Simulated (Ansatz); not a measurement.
Program: Ansatz. Geometries: PBE0-D4/def2-TZVP. ΔE: electronic, gas phase. CCSD(T)/CBS adds triple-zeta CCSD(T) − MP2 to the extrapolated MP2 energy (def2 sets, frozen cores). DFT in def2-TZVPP. def2 core potentials past Kr. For In outer-core shells are correlated without core-valence functions, which leaves a few kJ/mol of doubt a bond. One conformer a species, not always the lowest.

Consider the redistribution: `N[SiH]([SiH3])[InH2]` + `CO[SiH3]` → `N[SiH]([SiH3])O[SiH3]` + `[CH3][InH2]`.

```json
{"level": "r2SCAN-D4", "ΔE (kJ/mol)": "-170.7"}
{"level": "SCS-MP2/def2-TZVPP", "ΔE (kJ/mol)": "-185.1"}
{"level": "CCSD/def2-TZVPP", "ΔE (kJ/mol)": "-179.9"}
{"level": "MP2/CBS(def2)", "ΔE (kJ/mol)": "-188.4"}
```

Task: What does CCSD(T)/CBS give? (An estimate is asked.)

Result: The calculation gave: -178.8 kJ/mol. The listed levels differ from it by 8.1, -6.3, -1.1, -9.6 kJ/mol.

Largest T1 diagnostic among the species: 0.014.

From PBE to PBE0 (25 % exact exchange), in def2-TZVPP and without D4, ΔE moves by −8.8 kJ/mol.

CCSD(T)/CBS has its own doubt, a few kJ/mol and more with outer-core shells, so smaller differences from it don't rank the levels.
